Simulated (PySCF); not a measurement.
PySCF input file for C3H7BF2O, SMILES C[C@@H](O)B(F)CF, TDA-PBE/def2-SVPD. Geometry: r2SCAN-D4/def2-SVP. The structure was generated by enumeration; whether it is a known compound was not checked. One conformer was computed; it need not be the lowest.

```python
import numpy as np
from pyscf import gto, scf, dft, tdscf

mol = gto.M(
    atom='''
    C    -1.55660183    0.15006238   -1.01655661
    C    -0.85935939    0.42435685    0.32508585
    O    -1.66406384    0.06563180    1.43392680
    B     0.49438975   -0.37189310    0.37265971
    F     0.68051923   -1.36047991    1.24199203
    C     1.68235265   -0.08115875   -0.62179772
    F     1.43656570    1.01842997   -1.44002229
    H    -2.49043518    0.73414883   -1.09216086
    H    -1.82180269   -0.91552789   -1.10974756
    H    -0.91174336    0.43834427   -1.86048101
    H    -0.59227681    1.50721690    0.34209379
    H    -2.49154722    0.56009319    1.36673517
    H     2.62020738    0.09567102   -0.05914198
    H     1.87604695   -0.96664838   -1.26012722
    ''',
    basis='def2-SVPD',
    charge=0,
    spin=0,
    max_memory=1600,
    verbose=4,
)
mf = dft.RKS(mol, xc='pbe').density_fit(auxbasis='def2-universal-jkfit')
mf.grids.level = 3
mf.conv_tol = 1e-9
mf.max_cycle = 100
mf.kernel()
mf.grids = dft.Grids(mol).set(level=1).build(with_non0tab=True)  # coarser grid for the response kernel
td = tdscf.TDA(mf)
td.singlet = True
td.nstates = 6
td.conv_tol = 1e-4
td.positive_eig_threshold = 1e-6
td.kernel(x0=td.get_init_guess(mf, 11))
td.analyze()
tt = tdscf.TDA(mf)
tt.singlet = False
tt.nstates = 2
tt.conv_tol = 1e-4
tt.positive_eig_threshold = 1e-6
tt.kernel(x0=tt.get_init_guess(mf, 7))
tt.analyze(verbose=3)
```

Output:

```
PySCF version 2.14.0

[INPUT] verbose = 4
[INPUT] num. atoms = 14
[INPUT] num. electrons = 56
[INPUT] charge = 0
[INPUT] spin (= nelec alpha-beta = 2S) = 0
[INPUT] symmetry False subgroup None
[INPUT] Mole.unit = angstrom
[INPUT] Symbol           X                Y                Z      unit          X                Y                Z       unit  Magmom
[INPUT]  1 C     -1.556601830000   0.150062380000  -1.016556610000 AA   -2.941551143697   0.283576799800  -1.921013583016 Bohr   0.0
[INPUT]  2 C     -0.859359390000   0.424356850000   0.325085850000 AA   -1.623953889673   0.801918225583   0.614323223471 Bohr   0.0
[INPUT]  3 O     -1.664063840000   0.065631800000   1.433926800000 AA   -3.144624911392   0.124026127062   2.709728934674 Bohr   0.0
[INPUT]  4 B      0.494389750000  -0.371893100000   0.372659710000 AA    0.934261226292  -0.702776106615   0.704224789560 Bohr   0.0
[INPUT]  5 F      0.680519230000  -1.360479910000   1.241992030000 AA    1.285994967200  -2.570934427873   2.347024785593 Bohr   0.0
[INPUT]  6 C      1.682352650000  -0.081158750000  -0.621797720000 AA    3.179185753436  -0.153367810112  -1.175027395679 Bohr   0.0
[INPUT]  7 F      1.436565700000   1.018429970000  -1.440022290000 AA    2.714715732944   1.924553720349  -2.721247741369 Bohr   0.0
[INPUT]  8 H     -2.490435180000   0.734148830000  -1.092160860000 AA   -4.706240421182   1.387340223370  -2.063884909369 Bohr   0.0
[INPUT]  9 H     -1.821802690000  -0.915527890000  -1.109747560000 AA   -3.442708137096  -1.730096971501  -2.097118955804 Bohr   0.0
[INPUT] 10 H     -0.911743360000   0.438344270000  -1.860481010000 AA   -1.722945246291   0.828350618572  -3.515799568854 Bohr   0.0
[INPUT] 11 H     -0.592276810000   1.507216900000   0.342093790000 AA   -1.119240960831   2.848227151316   0.646463572014 Bohr   0.0
[INPUT] 12 H     -2.491547220000   0.560093190000   1.366735170000 AA   -4.708341872221   1.058422733334   2.582755156111 Bohr   0.0
[INPUT] 13 H      2.620207380000   0.095671020000  -0.059141980000 AA    4.951474337764   0.180792025858  -0.111762144665 Bohr   0.0
[INPUT] 14 H      1.876046950000  -0.966648380000  -1.260127220000 AA    3.545214932326  -1.826700696954  -2.381295327910 Bohr   0.0

nuclear repulsion = 306.012411530491
number of shells = 87
number of NR pGTOs = 289
number of NR cGTOs = 205
basis = def2-SVPD
ecp = {}


******** <class 'pyscf.df.df_jk.DFRKS'> ********
method = DFRKS
initial guess = minao
damping factor = 0
level_shift factor = 0
DIIS = <class 'pyscf.scf.diis.CDIIS'>
diis_start_cycle = 1
diis_space = 8
diis_damp = 0
SCF conv_tol = 1e-09
SCF conv_tol_grad = None
SCF max_cycles = 100
direct_scf = False
XC library pyscf.dft.libxc version 7.1.2
    S. Lehtola, C. Steigemann, M. J. T. Oliveira, and M. A. L. Marques,  SoftwareX 7, 1–5 (2018)
XC functionals = pbe
    J. P. Perdew, K. Burke, and M. Ernzerhof,  Phys. Rev. Lett. 77, 3865 (1996)
    J. P. Perdew, K. Burke, and M. Ernzerhof,  Phys. Rev. Lett. 78, 1396 (1997)
    J. P. Perdew, K. Burke, and M. Ernzerhof,  Phys. Rev. Lett. 77, 3865 (1996)
    J. P. Perdew, K. Burke, and M. Ernzerhof,  Phys. Rev. Lett. 78, 1396 (1997)
radial grids:
    Treutler-Ahlrichs [JCP 102, 346 (1995); DOI:10.1063/1.469408] (M4) radial grids

becke partition: Becke, JCP 88, 2547 (1988); DOI:10.1063/1.454033
pruning grids: <function nwchem_prune>
grids dens level: 3
symmetrized grids: False
atomic radii adjust function: <function treutler_atomic_radii_adjust>
small_rho_cutoff = 0
Set gradient conv threshold to 3.16228e-05
Initial guess from minao.
tot grids = 167664
init E= -417.976582408475
  HOMO = -0.332858993359189  LUMO = -0.100195864617309  gap/eV = 6.33109
cycle= 1 E= -417.44125188238  delta_E= 0.535  |g|= 0.846  |ddm|= 5.15
  HOMO = -0.0816838439233241  LUMO = -0.0279550032469569  gap/eV = 1.46204
cycle= 2 E= -416.988189436106  delta_E= 0.453  |g|= 1.76  |ddm|= 2.37
  HOMO = -0.244841678544418  LUMO = -0.0514377467959179  gap/eV = 5.26279
cycle= 3 E= -417.575879254693  delta_E= -0.588  |g|= 0.185  |ddm|= 1.64
  HOMO = -0.23898426178985  LUMO = -0.061897106343082  gap/eV = 4.81879
cycle= 4 E= -417.582542544094  delta_E= -0.00666  |g|= 0.0803  |ddm|= 0.289
  HOMO = -0.237581731660734  LUMO = -0.0597201125857292  gap/eV = 4.83986
cycle= 5 E= -417.583938395144  delta_E= -0.0014  |g|= 0.0208  |ddm|= 0.098
  HOMO = -0.237589846673135  LUMO = -0.0584987999471775  gap/eV = 4.87332
cycle= 6 E= -417.584011210065  delta_E= -7.28e-05  |g|= 0.00976  |ddm|= 0.0289
  HOMO = -0.237910871857108  LUMO = -0.0588232793983021  gap/eV = 4.87322
cycle= 7 E= -417.584028423533  delta_E= -1.72e-05  |g|= 0.00165  |ddm|= 0.00902
  HOMO = -0.237912087126089  LUMO = -0.0589177084259229  gap/eV = 4.87069
cycle= 8 E= -417.584028947801  delta_E= -5.24e-07  |g|= 0.000548  |ddm|= 0.00259
  HOMO = -0.237956757889742  LUMO = -0.0589116662663169  gap/eV = 4.87207
cycle= 9 E= -417.584029014021  delta_E= -6.62e-08  |g|= 0.000137  |ddm|= 0.000716
  HOMO = -0.237963921182202  LUMO = -0.0589059879898692  gap/eV = 4.87241
cycle= 10 E= -417.584029018289  delta_E= -4.27e-09  |g|= 4.31e-05  |ddm|= 0.000224
  HOMO = -0.23796275462198  LUMO = -0.0589099409113421  gap/eV = 4.87228
cycle= 11 E= -417.584029018393  delta_E= -1.05e-10  |g|= 3.86e-05  |ddm|= 7.68e-05
  HOMO = -0.237963640013342  LUMO = -0.0589096628226655  gap/eV = 4.87231
cycle= 12 E= -417.584029018641  delta_E= -2.48e-10  |g|= 6e-06  |ddm|= 3.87e-05
  HOMO = -0.237961790885834  LUMO = -0.0589084733184073  gap/eV = 4.87229
Extra cycle  E= -417.584029018624  delta_E= 1.71e-11  |g|= 1.1e-05  |ddm|= 1.93e-05
converged SCF energy = -417.584029018624
tot grids = 53808
Overwritten attributes  positive_eig_threshold  of <class 'pyscf.tdscf.rks.TDA'>


******** <class 'pyscf.tdscf.rks.TDA'> for <class 'pyscf.df.df_jk.DFRKS'> ********
nstates = 6 singlet
deg_eia_thresh = 1.000e-03
wfnsym = None
conv_tol = 0.0001
eigh lindep = 1e-12
eigh level_shift = 0
eigh max_cycle = 100


Excitation energies (eV)
[4.99299974 5.56678303 6.08365396 6.58099607 6.59299148 6.62895698]

** Singlet excitation energies and oscillator strengths **
Excited State   1:      4.99300 eV    248.32 nm  f=0.0154
      28 -> 29        0.70492
Excited State   2:      5.56678 eV    222.72 nm  f=0.0059
      27 -> 29        0.70473
Excited State   3:      6.08365 eV    203.80 nm  f=0.0084
      28 -> 30       -0.70428
Excited State   4:      6.58100 eV    188.40 nm  f=0.0006
      26 -> 29        0.15082
      27 -> 30        0.68693
Excited State   5:      6.59299 eV    188.05 nm  f=0.0046
      26 -> 29        0.11796
      28 -> 31        0.69422
Excited State   6:      6.62896 eV    187.03 nm  f=0.0120
      26 -> 29        0.66592
      27 -> 30       -0.15557
      28 -> 31       -0.11209

** Transition electric dipole moments (AU) **
state          X           Y           Z        Dip. S.      Osc.
  1         0.3277     -0.1267      0.0462      0.1255      0.0154
  2        -0.1843      0.0709     -0.0668      0.0435      0.0059
  3         0.0379     -0.0826     -0.2192      0.0563      0.0084
  4        -0.0570      0.0108      0.0081      0.0034      0.0006
  5        -0.0764     -0.1069      0.1062      0.0285      0.0046
  6         0.1775      0.1569      0.1327      0.0737      0.0120

** Transition velocity dipole moments (imaginary part, AU) **
state          X           Y           Z        Dip. S.      Osc.
  1         0.0305      0.0142      0.0046      0.0012      0.0042
  2        -0.0184      0.0137     -0.0109      0.0006      0.0021
  3        -0.0077     -0.0253     -0.0450      0.0027      0.0081
  4        -0.0034     -0.0078     -0.0168      0.0004      0.0010
  5        -0.0229     -0.0402     -0.0014      0.0021      0.0059
  6        -0.0015     -0.0301     -0.0083      0.0010      0.0027

** Transition magnetic dipole moments (imaginary part, AU) **
state          X           Y           Z
  1         0.0179      0.1180      0.1652
  2        -0.0242      0.5108     -0.4439
  3        -0.2368      0.5012     -0.3550
  4        -0.1696      0.0579      0.1935
  5        -0.2665      0.0638     -0.3880
  6        -0.1047      0.1628     -0.3209


******** <class 'pyscf.tdscf.rks.TDA'> for <class 'pyscf.df.df_jk.DFRKS'> ********
nstates = 2 triplet
deg_eia_thresh = 1.000e-03
wfnsym = None
conv_tol = 0.0001
eigh lindep = 1e-12
eigh level_shift = 0
eigh max_cycle = 100


Excitation energies (eV)
[4.78812768 5.11475259]

** Triplet excitation energies and oscillator strengths **
Excited State   1:      4.78813 eV    258.94 nm  f=0.0000
Excited State   2:      5.11475 eV    242.41 nm  f=0.0000
```

The calculation finished and met its thresholds.

Cost: around 2.4 core-minutes (rough).
